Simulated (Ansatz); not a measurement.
Species: ZrO$_{3}$, net charge 0, singlet state. 
Coordinates optimised at B3LYP-D3(BJ)/def2-TZVP (Ansatz, a program for electronic structure):
SMILES: [O]=[Zr]1[O][O]1
```xyz
4

Zr     0.0277    -0.2201     0.3424
O     -0.0581    -1.6591    -0.6711
O      0.7036     1.3783    -0.5815
O     -0.7841     1.3810    -0.4594
```

Total electronic energies in hartree. Correlated levels leave the core frozen unless marked. Spin-orbit coupling is left out. Frozen are the shells of the preceding noble gas and the d and f shells that filled before the atom's block. Past Kr the def2 sets carry scalar-relativistic core potentials. STO-3G rows are all-electron and non-relativistic. CBS marks a two-point X^-3 extrapolation of the correlation energy; Hartree-Fock from the larger set. The bracket is a focal-point correction in the basis named.

The T1 diagnostic of CCSD in the largest basis is 0.030, which is high, so the coupled-cluster rows are less sure than usual.

| level | program | energy (Eh) |
|---|---|---|
| HF/def2-TZVPPD | Ansatz | -271.17491 |
| PBE-D3(BJ)/def2-TZVPD | Ansatz + dftd3 | -272.63793 |
| revPBE/def2-TZVPD | Ansatz | -272.81921 |
| B3LYP-D4/def2-TZVPD | Ansatz + dftd4 | -272.84381 |
| r2SCANh-D4/def2-TZVPD | Ansatz + dftd4 | -272.71126 |
| r2SCAN0/def2-TZVPD | Ansatz | -272.65188 |
| CCSD/def2-SVPD | Ansatz | -271.58702 |
| CCSD(T)/STO-3G | Ansatz | -3725.10742 |
| RI-MP2/CBS(def2-TZVPPD,def2-QZVPPD)+[CCSD(T)-MP2]/def2-TZVPPD | Ansatz | -272.1663 |

Totals of different functionals don't rank their quality; only differences between species are comparable.
